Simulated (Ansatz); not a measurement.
Consider the formal exchange of groups at the Al–Si bond: `FC[SiH](F)[AlH2]` + `B[Se]C` → `C[Se][BH][AlH2]` + `FC[SiH2]F`.

Program: Ansatz. Geometries: PBE0-D4/def2-TZVP. ΔE: electronic, gas phase. CCSD(T)/CBS adds triple-zeta CCSD(T) − MP2 to the extrapolated MP2 energy (def2 sets, frozen cores). DFT in def2-TZVPP. For Se outer-core shells are correlated without core-valence functions, which leaves a few kJ/mol of doubt a bond. Scalar relativity is left out up to krypton. One conformer a species, not always the lowest.

Q: Is it downhill or uphill in electronic energy at CCSD(T)/CBS, and by how much? (Estimate.)

A: Ansatz gave: Uphill: ΔE = +4.9 kJ/mol.

Q: What do these levels give: PBE-D4, PBE0-D4, ωB97X-V, B2PLYP, PBE, r2SCAN, PBE0, MP2/def2-TZVPP, CCSD/def2-TZVPP, HF/def2-QZVPP, MP2/def2-QZVPP, CCSD/CBS(def2)? (An estimate is asked.)

A: Computed: PBE-D4 11.0, PBE0-D4 9.4, ωB97X-V 8.0, B2PLYP 7.1, PBE 12.3, r2SCAN 6.7, PBE0 10.6, MP2/def2-TZVPP 2.2, CCSD/def2-TZVPP 5.0, HF/def2-QZVPP 7.5, MP2/def2-QZVPP 2.5, CCSD/CBS(def2) 5.7 kJ/mol.

Largest T1 diagnostic among the species: 0.014.

In def2-TZVPP, CCSD(T) changes the Hartree–Fock value by −3.5 kJ/mol (the triples alone add −0.8 kJ/mol) and MP2 by −5.5 kJ/mol.
